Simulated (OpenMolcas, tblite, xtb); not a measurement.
**C2H3ClNSi (SMILES C[Si](Cl)C#N): methods side by side**

C2H3ClNSi: 8 atoms, total charge 0, spin state doublet. As SMILES, `C[Si](Cl)C#N`. The shape is that of a PBE0-D4/def2-TZVP optimisation.

```csv
atom,x (Å),y (Å),z (Å)
C,-0.7109,-0.5448,0.7826
Si,0.5988,0.6482,0.2254
Cl,2.4832,-0.0928,0.5128
C,0.4057,0.9893,-1.5744
N,0.2417,1.2984,-2.6743
H,-0.6006,-1.4915,0.2468
H,-0.6260,-0.7318,1.8540
H,-1.6997,-0.1320,0.5714
```

Each level gives the energy change with the C1–H8 bond stretched from 1.092 to 1.256 Å (eV). The values are calculated.

```tsv
level	kind	program	value (eV)	less CCSD(T)/def2-SVP	CPU time (all runs)
GFN-FF	force field	xtb	0.39	+0.09	under 2 s
IPEA1-xTB	semi-empirical	tblite	0.40	+0.10	under 2 s
UHF/def2-SVP	Hartree–Fock	OpenMolcas	0.37	+0.07	24 s
USVWN5/def2-SVP	LDA	OpenMolcas	0.26	-0.04	62 s
U-revPBE/def2-SVP	GGA	OpenMolcas	0.26	-0.04	1.7 min
UBLYP/def2-SVP	GGA	OpenMolcas	0.25	-0.05	95 s
U-r2SCAN/def2-SVP	meta-GGA	OpenMolcas	0.30	0.00	2.2 min
UPBE0/def2-SVP	global hybrid	OpenMolcas	0.31	+0.01	1.7 min
ROCCSD(T)/def2-SVP	coupled cluster or CI	OpenMolcas	0.30	0.00	3.2 min
```

ROCCSD(T)/def2-SVP is the highest level here, not the true value. The first shape isn't each level's own minimum. The values span 0.25 to 0.40 eV. Times are those of the runs behind each value, whatever else they computed, on shared processors of several kinds: orders of magnitude only.
